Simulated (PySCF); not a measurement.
Polarisability and C₆ of Si (silicon, neutral)

[Ne] 3s2 3p2, high-spin 3P determinant. Calculation: PySCF 2.14, in dyall-acv3z (19s12p6d4f, 113 functions); the non-relativistic Hamiltonian (point nucleus). Coupled (time-dependent) response in atomic units; α is the mean over directions.

```
method  mean α (bohr³)         α xx, yy, zz  C₆ (like pair)  S(−4)
revPBE           41.30  33.71, 45.09, 45.09           340.7  734.3
```

S(−4) is the Cauchy moment in α(ω) = α(0) + S(−4) ω² + …

Reference α: 37.3 ± 0.7 bohr³ (recommended; Schwerdtfeger and Nagle, table of static dipole polarizabilities (2023 update)). Published C₆: 305.0 (Chu and Dalgarno (2004); Tang, Norbeck and Certain (1976)).

α(iu) at revPBE:

| u (hartree) | α(iu) (bohr³) |
| --- | --- |
| 0 | 41.30 |
| 0.0500 | 39.57 |
| 0.100 | 35.40 |
| 0.200 | 25.78 |
| 0.300 | 18.32 |
| 0.500 | 9.902 |
| 0.750 | 5.390 |
| 1.00 | 3.364 |
| 1.50 | 1.695 |
| 2.00 | 1.047 |
| 3.00 | 0.5454 |
| 5.00 | 0.2502 |

A single London oscillator, α(iu) = α/(1 + u²/ω²), gives C₆ = (3/4) ω α². Matching the computed C₆ needs ω = 4 × 340.7 / (3 × 41.30²) = 0.266 hartree.

The components differ because the open shell of this determinant is not spherical; for a pure term their mean is the scalar polarisability.
